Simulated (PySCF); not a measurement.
Sn²⁺ (tin, charge +2) across methods

[Kr] 4d10 5s2, closed-shell 1S. Calculation: PySCF 2.14, in aug-cc-pVQZ-DK3; scalar relativity by spin-free X2C-1e. The B2PLYP total includes its PT2 part (frozen core); its orbital energies are those of the SCF part.

| method | E (hartree) | mean ε 4p (eV) | mean ε 4d (eV) | mean ε 5s (eV) | Σ⟨r²⟩ (bohr²) | ⟨S²⟩ |
| --- | --- | --- | --- | --- | --- | --- |
| BHandHLYP | -6175.46 | -117.84 | -48.517 | -27.927 | 34.59 | 0.000 |
| r2SCAN | -6175.47 | -109.79 | -44.015 | -26.233 | 34.41 | 0.000 |
| UHF | -6172.76607 | -127.57 | -52.955 | -28.780 | 34.85 | 0.000 |
| PBE0 | -6175.13 | -112.64 | -45.973 | -26.974 | 34.45 | 0.000 |
| B3LYP | -6175.54 | -111.52 | -45.417 | -27.016 | 34.51 | 0.000 |
| B2PLYP | -6174.79 | -118.18 | -48.546 | -27.790 | 34.64 | 0.000 |
| PBE | -6175.06 | -107.22 | -43.236 | -26.061 | 34.44 | 0.000 |
| LDA | -6169.43 | -107.24 | -43.429 | -26.503 | 34.37 | 0.000 |
